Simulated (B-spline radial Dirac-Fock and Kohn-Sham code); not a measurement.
# Ionisation energies of mercury ions, computed and tabulated

The computed values come from a radial atomic solver: Dirac-Fock energy differences between relaxed states, corrected for Breit and QED terms. Each value is the difference of the configuration-average energies of two neighbouring ions in their tabulated ground configurations. No correlation. NIST's values refer to the lowest levels; many for high charge states are themselves semi-empirical or theoretical. Where a p, d or f shell is open in either ion the computed value averages over both j values and all terms, while the table refers to the lowest levels; that difference holds spin-orbit splitting (largest in heavy or highly charged ions), term energies where several electrons share open shells, and correlation, and it can reach 10 % or more.

```
  ion  configuration  computed (eV)        NIST (eV)         kind  NIST − computed (eV)
Hg⁶²⁺   [Ne] 3s2 3p6         7102.9        6933 ± 15  theoretical               -169.87
Hg⁶³⁺   [Ne] 3s2 3p5         7241.9        7066 ± 19  theoretical               -175.89
Hg⁶⁴⁺   [Ne] 3s2 3p4         7381.9        7211 ± 24  theoretical               -170.87
Hg⁶⁵⁺   [Ne] 3s2 3p3         7522.8        7350 ± 30  theoretical               -172.82
Hg⁶⁶⁺   [Ne] 3s2 3p2         7664.7        8010 ± 40  theoretical               +345.26
Hg⁶⁷⁺   [Ne] 3s2 3p1         7807.6        8160 ± 40  theoretical               +352.36
Hg⁶⁸⁺       [Ne] 3s2         8467.3        8470 ± 50  theoretical                 +2.66
Hg⁶⁹⁺       [Ne] 3s1         8615.3        8620 ± 50  theoretical                 +4.75
Hg⁷⁰⁺   [He] 2s2 2p6        19217.2       18550 ± 60  theoretical               -667.16
Hg⁷¹⁺   [He] 2s2 2p5        19603.0       18910 ± 60  theoretical               -693.01
Hg⁷²⁺   [He] 2s2 2p4        19992.3       19310 ± 70  theoretical               -682.33
Hg⁷³⁺   [He] 2s2 2p3        20385.1       19680 ± 90  theoretical               -705.14
Hg⁷⁴⁺   [He] 2s2 2p2        20781.4       22120 ± 90  theoretical              +1338.56
Hg⁷⁵⁺   [He] 2s2 2p1        21181.2      22580 ± 100  theoretical              +1398.76
Hg⁷⁸⁺            1s2        94119.1    94124.7 ± 0.3  theoretical                 +5.59
Hg⁷⁹⁺            1s1        95897.8  95898.19 ± 0.22  theoretical                 +0.41
```
